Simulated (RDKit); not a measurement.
RDKit input (MMFF94):

```python
from rdkit import Chem
from rdkit.Chem import AllChem, rdDetermineBonds

mol = Chem.MolFromXYZFile('mol.xyz')
rdDetermineBonds.DetermineBonds(mol, charge=-1)
print('SMILES', Chem.MolToSmiles(Chem.RemoveHs(mol)))
ff = AllChem.MMFFGetMoleculeForceField(mol, AllChem.MMFFGetMoleculeProperties(mol))
e0 = ff.CalcEnergy()
flag = ff.Minimize(maxIts=5000, forceTol=1e-5)
print(f'energy {e0:.4f} -> {ff.CalcEnergy():.4f} kcal/mol, converged: {flag == 0}')
print(Chem.MolToXYZBlock(mol))
```
mol.xyz:
```
11

C     -1.94266200     0.60787400    -0.02670800
Si    -0.96658600    -0.82877600    -0.22816400
O      0.74800600    -0.65802100    -0.07024800
Si     1.46573600     0.76264600     0.25213200
H     -2.28370300     0.94871900     0.94626800
H     -2.15254700     1.28913000    -0.84585600
H     -1.04385700    -1.46070600    -1.58848300
H     -1.21737800    -1.91107700     0.78253100
H      1.30794800     1.82203400    -0.78185800
H      2.93739700     0.47898300     0.30595400
H      1.13596700     1.37566000     1.56811200
```

Output:

```
SMILES [CH2-][SiH2]O[SiH3]
energy -49.0011 -> -60.9917 kcal/mol, converged: True
11

C     -2.231640    0.303259    0.589894
Si    -0.980161   -0.574679   -0.367204
O      0.545804   -0.333890    0.213205
Si     1.768848    0.769277    0.088404
H     -2.296219    0.137500    1.655524
H     -2.912217    0.975233    0.087616
H     -1.043685   -0.129653   -1.777904
H     -1.279481   -2.023537   -0.329748
H      2.233007    0.842561   -1.318284
H      2.898839    0.356091    0.955254
H      1.285228    2.104305    0.516923
```

The dipole moment of an ion depends on the origin.

The geometry given is a B3LYP-D3(BJ)/def2-TZVP minimum.
